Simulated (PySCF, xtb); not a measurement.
methyl(silyloxy)silane (CH8OSi2), SMILES C[SiH2]O[SiH3].

GFN2-xTB (xtb) at its own geometry gives an orbital gap of 5.59 eV and a dipole moment of 0.57 D.

Geometry: PBE0-D3(BJ)/def2-SVP. Other conformers were not sampled.

Task: What does PBE/def2-TZVP in PySCF give? (The exact figures need the calculation; the answer reports its results.)

Result: gap 6.26 eV (levels -7.08 and -0.82 eV), dipole 0.73 D.
